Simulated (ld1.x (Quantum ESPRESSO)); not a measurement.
# Configuration tests for scandium (Sc) (ultrasoft)

Sc (Z = 21), ultrasoft, made with ld1.x (Quantum ESPRESSO) 7.5 (PW91, fully relativistic). Core [Ar], reference 3d1 4s2 4p0. Waves: 4s (bound): rcut 2.70, rcutus 3.15 bohr; 4s channel at 2.45 Ry: rcut 2.70, rcutus 3.15 bohr; 4p (bound, empty): rcut 2.80, rcutus 3.30 bohr; 4p channel at 1.2 Ry: rcut 2.80, rcutus 3.30 bohr; 3d (bound): rcut 1.95, rcutus 2.40 bohr; 3d channel at 0.3 Ry: rcut 1.95, rcutus 2.40 bohr. Local part: all-electron potential smoothed inside 2.50 bohr (lloc = -2). Core correction: none. Augmentation charge: PSQ, radius 1.90 bohr.

Open shells are filled in proportion to 2j + 1 (rel_dist='average').

Energies are relative to the spin-unpolarised reference configuration 3d1 4s2 4p0; without spin polarisation the order of configurations can differ from experiment. Not all tests gave a result: test run stopped at test 6 of 7 (negative rho).

Q: Give the all-electron excitation energy and the error of the potential for: 3d1 4s1 4p0; 3d1 4s0 4p0; 3d1 4s1.5 4p0; 3d1 4s0 4p1; 3d1 4s1 4p1.

A:

```
valence configuration  charge  ΔE all-electron (eV)  error AE − PS (meV)
          3d1 4s1 4p0      +1                 6.936                 +3.8
          3d1 4s0 4p0      +2                19.721                 +269
        3d1 4s1.5 4p0    +0.5                 2.774                 +0.1
          3d1 4s0 4p1      +1                10.369                  +73
          3d1 4s1 4p1       0                 2.790                  +11
```

Levels in the configuration 3d1 4s1 4p0:

```tsv
level	all-electron (eV)	pseudo (eV)
3d j=3/2	-10.059	-10.165
3d j=5/2	-10.025	-10.132
4s j=1/2	-9.761	-9.741
```
